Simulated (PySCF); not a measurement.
# Basis-set dependence of population analyses: `C=CC(=C)O[SiH3]`

Compound: C₄H₈OSi.
Numbering: `[CH2:1]=[CH:2][C:3](=[CH2:4])[O:5][SiH3:6]` (hydrogens: H7, H8 on C1; H9 on C2; H10, H11 on C4; H12, H13, H14 on Si6)

Cartesian coordinates in Å at the PBE0-D3(BJ)/def2-SVP level; atoms count from 1:
```xyz
14
C4H8OSi angstrom
C      2.250    1.048   -0.157
C      1.707   -0.143    0.115
C      0.276   -0.431    0.019
C     -0.233   -1.646    0.299
O     -0.471    0.628   -0.372
Si    -2.133    0.665   -0.615
H      1.623    1.885   -0.472
H      3.327    1.213   -0.070
H      2.334   -0.982    0.431
H     -1.301   -1.869    0.231
H      0.431   -2.453    0.609
H     -2.855    0.349    0.653
H     -2.427    2.053   -1.054
H     -2.528   -0.318   -1.667
```

PBE0 throughout (PySCF), one geometry, spherical d and f functions. The structure is a single PBE0-D3(BJ)/def2-SVP conformer in the gas phase; no vibrational or solvent corrections. The first 7 of 12 kinds of atom are listed.

Mulliken charges (e):

```
        basis  functions      C1      C2      C3      C4      O5     Si6      H7
       STO-3G         42  -0.165  -0.089  +0.087  -0.225  -0.341  +0.670  +0.091
        6-31G         74  -0.357  -0.135  +0.408  -0.445  -0.795  +0.805  +0.190
     pcSseg-0         74  -0.383  -0.249  +0.251  -0.438  -0.847  +0.746  +0.239
       6-31G*        104  -0.395  -0.163  +0.455  -0.525  -0.627  +0.564  +0.193
     def2-SVP        128  -0.048  -0.079  +0.183  -0.152  -0.463  +0.536  +0.061
      cc-pVDZ        128   0.000  -0.104  +0.140  -0.090  -0.415  +0.414  +0.048
     pcSseg-1        149  -0.123  -0.246  +0.198  -0.214  -0.634  +0.657  +0.134
  aug-cc-pVDZ        214  +0.320  +1.175  +0.832  +0.880  -0.904  -0.450  -0.502
6-311+G(2d,p)        218  -0.405  -0.018  +0.482  -0.513  -0.661  +0.665  +0.136
    def2-TZVP        240  -0.261  -0.199  +0.305  -0.389  -0.330  +0.257  +0.141
      cc-pVTZ        296  -0.272  -0.101  +0.247  -0.362  -0.281  +0.243  +0.125
     IGLO-III        299  -0.229  -0.123  +0.247  -0.345  -0.471  +0.892  +0.113
```

IAO charges (e):

| basis | functions | C1 | C2 | C3 | C4 | O5 | Si6 | H7 |
| --- | --- | --- | --- | --- | --- | --- | --- | --- |
| STO-3G | 42 | -0.255 | -0.155 | +0.092 | -0.341 | -0.407 | +0.767 | +0.138 |
| 6-31G | 74 | -0.299 | -0.153 | +0.199 | -0.409 | -0.541 | +0.678 | +0.167 |
| pcSseg-0 | 74 | -0.283 | -0.157 | +0.192 | -0.399 | -0.537 | +0.678 | +0.161 |
| 6-31G* | 104 | -0.292 | -0.151 | +0.217 | -0.395 | -0.576 | +0.818 | +0.157 |
| def2-SVP | 128 | -0.287 | -0.150 | +0.215 | -0.394 | -0.569 | +0.827 | +0.154 |
| cc-pVDZ | 128 | -0.297 | -0.153 | +0.219 | -0.404 | -0.571 | +0.807 | +0.158 |
| pcSseg-1 | 149 | -0.296 | -0.153 | +0.216 | -0.404 | -0.579 | +0.830 | +0.159 |
| aug-cc-pVDZ | 214 | -0.310 | -0.156 | +0.222 | -0.416 | -0.577 | +0.810 | +0.162 |
| 6-311+G(2d,p) | 218 | -0.309 | -0.155 | +0.221 | -0.414 | -0.587 | +0.844 | +0.163 |
| def2-TZVP | 240 | -0.309 | -0.156 | +0.224 | -0.414 | -0.589 | +0.856 | +0.162 |
| cc-pVTZ | 296 | -0.308 | -0.156 | +0.224 | -0.414 | -0.585 | +0.841 | +0.162 |
| IGLO-III | 299 | -0.311 | -0.157 | +0.222 | -0.416 | -0.589 | +0.853 | +0.163 |

**Question.** Which scheme is steadiest as the basis changes?

**Answer.** Largest range over the bases for any column: IAO 0.18 e, Mulliken 1.42 e. IAO charges move least and Mulliken charges most, counted in e. Without the minimal STO-3G basis the ranges are IAO 0.18, Mulliken 1.42 e.

**Question.** How much do the charges still move between the two largest bases, cc-pVTZ and IGLO-III?

**Answer.** At most, over all atoms: Mulliken 0.649 e, IAO 0.012 e.

**Question.** What do the same runs give for the total energy, the frontier levels and the dipole moment?

**Answer.** 
```tsv
basis	energy (Eh)	HOMO (eV)	LUMO (eV)	μ (D)
STO-3G	-515.2507	-3.66	2.48	1.04
6-31G	-521.4085	-6.27	-0.32	0.97
pcSseg-0	-520.6608	-6.57	-0.59	0.87
6-31G*	-521.5098	-6.29	-0.38	0.50
def2-SVP	-521.2769	-6.52	-0.65	0.48
cc-pVDZ	-521.5441	-6.44	-0.58	0.48
pcSseg-1	-521.5006	-6.60	-0.77	0.53
aug-cc-pVDZ	-521.5602	-6.59	-0.88	0.44
6-311+G(2d,p)	-521.6153	-6.61	-0.89	0.44
def2-TZVP	-521.6385	-6.60	-0.83	0.38
cc-pVTZ	-521.6324	-6.57	-0.77	0.37
IGLO-III	-521.6427	-6.61	-0.88	0.39
```

The dipole is fixed by the density alone, so its range of 0.67 D shows that the density itself changes with the basis, not only its division among atoms.
